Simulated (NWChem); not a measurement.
# How basis sets differ on C3H2ClF3 (SMILES F/C(Cl)=C\C(F)F)

The species is C3H2ClF3 (9 atoms), meant as a singlet with charge 0. As SMILES, `F/C(Cl)=C\C(F)F`. The shape is that of a PBE0-D4/def2-TZVP optimisation. This is one conformer, not always the lowest.

```tsv
atom	x (Å)	y (Å)	z (Å)
F	-1.9556	-0.4919	0.0127
C	-0.9966	-0.1474	0.8562
Cl	-1.5488	-0.0822	2.4638
C	0.2404	0.1113	0.4683
C	0.6653	0.0381	-0.9516
F	1.1553	1.2426	-1.3491
F	1.6804	-0.8568	-1.0836
H	0.9836	0.3887	1.2027
H	-0.1354	-0.2487	-1.6365
```

Quantity: the dipole moment, in D. The values are calculated.

| level | kind | program | value (D) |
| --- | --- | --- | --- |
| HF/STO-3G | Hartree–Fock | NWChem | 0.47 |
| HF/3-21G | Hartree–Fock | NWChem | 1.22 |
| HF/def2-SVP | Hartree–Fock | NWChem | 1.55 |
| HF/6-31+G* (spherical functions) | Hartree–Fock | NWChem | 1.50 |

The values span 0.47 to 1.55 D. Magnitudes only. Sets without polarisation functions give poor dipoles.
